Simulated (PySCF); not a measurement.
Cluster models of a semiconductor or oxide, Si6H12, framework changed. Isolated molecules, 0 K electronic values unless said otherwise. One relaxed conformer stands for each flexible species; it need not be the lowest. Strings in code marks are SMILES.

Computed with ωB97X-D3(BJ)/def2-TZVP // PBE0-D3(BJ)/def2-SVP in PySCF. Delta-SCF ions had no search for a lower state. 

```csv
species,vertical ionisation energy (Delta-SCF) (eV),HOMO (eV)
a SiH2 unit replaced by SnH2 (`[SiH2]1[SiH2][SiH2][SnH2][SiH2][SiH2]1`),9.23,-9.60
a SiH2 unit replaced by GaH1 (`[GaH]1[SiH2][SiH2][SiH2][SiH2][SiH2]1`),8.89,-9.25
a SiH2 unit replaced by OH0 (`O1[SiH2][SiH2][SiH2][SiH2][SiH2]1`),9.55,-9.77
a SiH2 unit replaced by SH0 (`S1[SiH2][SiH2][SiH2][SiH2][SiH2]1`),8.97,[?]
a SiH2 unit replaced by BH2− (`[SiH2]1[SiH2][SiH2][BH2-][SiH2][SiH2]1`),–,-5.27
a SiH2 unit replaced by SbH2+ (`[SbH2+]1[SiH2][SiH2][SiH2][SiH2][SiH2]1`),[?],-13.89
```

Some entries are withheld; supply them.


- a SiH2 unit replaced by SH0 (`S1[SiH2][SiH2][SiH2][SiH2][SiH2]1`), HOMO (eV): -9.27
- a SiH2 unit replaced by SbH2+ (`[SbH2+]1[SiH2][SiH2][SiH2][SiH2][SiH2]1`), vertical ionisation energy (Delta-SCF) (eV): 13.48
